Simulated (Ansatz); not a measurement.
C₃H₉Al, charge +1, doublet, geometry from GFN2-xTB (such geometries of metal compounds can be far from the true shape) (a state made from the parent by changing its charge; the spin is typed, not shown lowest). Base run: Ansatz (a quantum-chemistry and plane-wave program) with HF/6-31G.

Geometry (Å):
```xyz
13

Al    -0.1102    -0.1175    -0.0067
C     -1.5096    -1.5008    -0.1549
H     -1.7246    -1.7336    -1.2061
H     -2.4500    -1.1712     0.3053
H     -1.1976    -2.4282     0.3442
C      0.0707     1.6785    -0.9558
H      1.0803     1.7661    -1.3662
H     -0.1090     2.4759    -0.2309
H     -0.6756     1.7130    -1.7512
C      1.5853    -0.0223     1.1202
H      1.6431     0.9587     1.5999
H      2.4479    -0.1689     0.4654
H      1.5393    -0.8156     1.8688
```
Charge +1, spin multiplicity 2.
Orbitals are unrestricted.
All else is at Ansatz's defaults.

The base run was repeated with changes; each row names its change, and settings that it needs were set with it.

| change | E (Eh) | SCF-reference <S^2> |
|---|---|---|
| base | -360.39053 | 0.808 |
| functional = pbe | -361.48659 | 0.754 |
| functional = BHLYP | -361.70732 | 0.769 |
| functional = revpbe | -361.71842 | 0.754 |
| functional = B2GP-PLYP | -361.36014 | 0.779 |
| functional = b3lyp5 | -361.68279 | 0.758 |
| functional = B2PLYP | -361.45499 | 0.772 |
| functional = wB97X | -361.74996 | 0.765 |
| functional = pbe0 | -361.52882 | 0.760 |
| functional = pbe; dispersion = d4 | -361.49286 | 0.754 |
| functional = b3lyp | -361.82681 | 0.758 |
| functional = lc_wpbe | -361.62827 | 0.769 |
| functional = PBE-QIDH | -361.29861 | 0.781 |

Absolute energies of different levels of theory aren't comparable as measures of quality.
